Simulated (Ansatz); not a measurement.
Gas-phase electronic energies from Ansatz, PBE0-D4/def2-TZVP geometries. CBS: MP2 limit from def2 TZ/QZ plus the TZ coupled-cluster correction, frozen cores. This one scheme is used for every species. DFT in def2-TZVPP. B3LYP here is the variant with VWN-RPA as its local correlation; programs differ in this. For Ga outer-core shells are correlated without core-valence functions, which leaves a few kJ/mol of doubt a bond. Scalar relativity is left out up to krypton. One conformer a species, not always the lowest.

Consider the formal exchange of groups at the Si–O bond: `O[SiH2]O[SiH](Cl)Cl` + `[SiH3][GaH2]` → `O[SiH2][GaH][SiH3]` + `O[SiH](Cl)Cl`.

```json
{"level": "r2SCAN-D4", "ΔE (kJ/mol)": "115.8", "difference from CCSD(T)/CBS": "-4.8"}
{"level": "PBE0-D4", "ΔE (kJ/mol)": "105.6", "difference from CCSD(T)/CBS": "-15.0"}
{"level": "B3LYP-D4", "ΔE (kJ/mol)": "120.5", "difference from CCSD(T)/CBS": "-0.1"}
{"level": "B2PLYP", "ΔE (kJ/mol)": "122.7", "difference from CCSD(T)/CBS": "2.1"}
{"level": "PBE", "ΔE (kJ/mol)": "92.0", "difference from CCSD(T)/CBS": "-28.6"}
{"level": "PBE0", "ΔE (kJ/mol)": "103.0", "difference from CCSD(T)/CBS": "-17.6"}
{"level": "B3LYP", "ΔE (kJ/mol)": "116.0", "difference from CCSD(T)/CBS": "-4.6"}
{"level": "MP2/def2-TZVPP", "ΔE (kJ/mol)": "127.5", "difference from CCSD(T)/CBS": "6.9"}
{"level": "SCS-MP2/def2-TZVPP", "ΔE (kJ/mol)": "131.0", "difference from CCSD(T)/CBS": "10.4"}
{"level": "CCSD/def2-TZVPP", "ΔE (kJ/mol)": "125.4", "difference from CCSD(T)/CBS": "4.8"}
{"level": "HF/def2-QZVPP", "ΔE (kJ/mol)": "150.3", "difference from CCSD(T)/CBS": "29.7"}
{"level": "MP2/def2-QZVPP", "ΔE (kJ/mol)": "127.6", "difference from CCSD(T)/CBS": "7.0"}
{"level": "SCS-MP2/def2-QZVPP", "ΔE (kJ/mol)": "131.4", "difference from CCSD(T)/CBS": "10.8"}
{"level": "HF/CBS(def2)", "ΔE (kJ/mol)": "150.7", "difference from CCSD(T)/CBS": "30.1"}
{"level": "MP2/CBS(def2)", "ΔE (kJ/mol)": "125.8", "difference from CCSD(T)/CBS": "5.2"}
{"level": "CCSD/CBS(def2)", "ΔE (kJ/mol)": "123.7", "difference from CCSD(T)/CBS": "3.1"}
{"level": "CCSD(T)/CBS", "ΔE (kJ/mol)": "120.6", "difference from CCSD(T)/CBS": "0"}
```

Largest T1 diagnostic among the species: 0.013.

In def2-TZVPP, CCSD(T) changes the Hartree–Fock value by −25.0 kJ/mol (the triples alone add −3.1 kJ/mol) and MP2 by −19.7 kJ/mol. From PBE to PBE0 (25 % exact exchange), in def2-TZVPP and without D4, ΔE moves by +11.0 kJ/mol. The D4 term adds +4.5 kJ/mol with B3LYP and +2.6 kJ/mol with PBE0; it sums over pairs of atoms, weighted by their polarisabilities, and B3LYP, whose exchange is more repulsive, gets the larger term.
